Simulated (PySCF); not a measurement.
Does the answer move with the share of exact exchange?

Species: BrH7OSi3.
Z-matrix (Å and degrees, PBE0-D3(BJ)/def2-SVP geometry), rows numbered from 1:
```
O 
Si  1  1.6734
Si  2  2.3409  1  102.76
Si  3  2.3408  2  104.80  1    35.90
Br  4  2.2418  3  106.93  2    54.03
H   1  0.9619  2  117.44  3  -168.89
H   2  1.4984  1  111.73  3  -120.64
H   2  1.4971  1  111.90  3   118.81
H   3  1.4957  2  111.87  1   154.57
H   3  1.4978  2  111.70  1   -82.76
H   4  1.4899  3  112.05  2   -64.33
H   4  1.4929  3  113.31  2   171.71
```

PySCF, def2-SVPD basis, density fitting, gas phase, PBE0-D3(BJ)/def2-SVP geometry; singlet excitations by full TDDFT with frozen cores, triplets by Tamm–Dancoff TDDFT and ionisation energies by ΔSCF, from the lowest of the holes tried. One functional is left out:

| functional | exact exchange (%) | HOMO energy (eV) | LUMO energy (eV) | lowest singlet excitation (eV) | lowest triplet excitation (eV) | dipole moment (D) | mean polarisability (au) | vertical ionisation energy (eV) |
| --- | --- | --- | --- | --- | --- | --- | --- | --- |
| LDA | 0 | -6.72 | -1.83 | 5.06 | 4.75 | 1.556 | 120.3 | 9.21 |
| PBE | 0 | -6.64 | -1.62 | 5.16 | 4.78 | 1.507 | 117.9 | 9.11 |
| PBE0 | 25 | -7.75 | -0.83 | 5.72 | 5.16 | 1.602 | 113.1 | 9.48 |
| BHandHLYP | 50 | -8.74 | 0.01 | 6.13 | 5.55 | 1.706 | 109.1 | 9.68 |

Task: Predict the row of B3LYP (20 % exact exchange) by straight lines through the other rows, and check it.

Result: 
| property | line | computed | computed − line | PBE0 (25 %), for comparison |
| --- | --- | --- | --- | --- |
| HOMO energy (eV) | -7.51 | -7.54 | -0.03 | -7.75 |
| LUMO energy (eV) | -1.02 | -0.99 | +0.03 | -0.83 |
| lowest singlet excitation (eV) | 5.54 | 5.63 | +0.09 | 5.72 |
| lowest triplet excitation (eV) | 5.08 | 5.17 | +0.09 | 5.16 |
| dipole moment (D) | 1.597 | 1.606 | +0.009 | 1.602 |
| mean polarisability (au) | 114.8 | 113.8 | -1.0 | 113.1 |
| vertical ionisation energy (eV) | 9.38 | 9.44 | +0.06 | 9.48 |
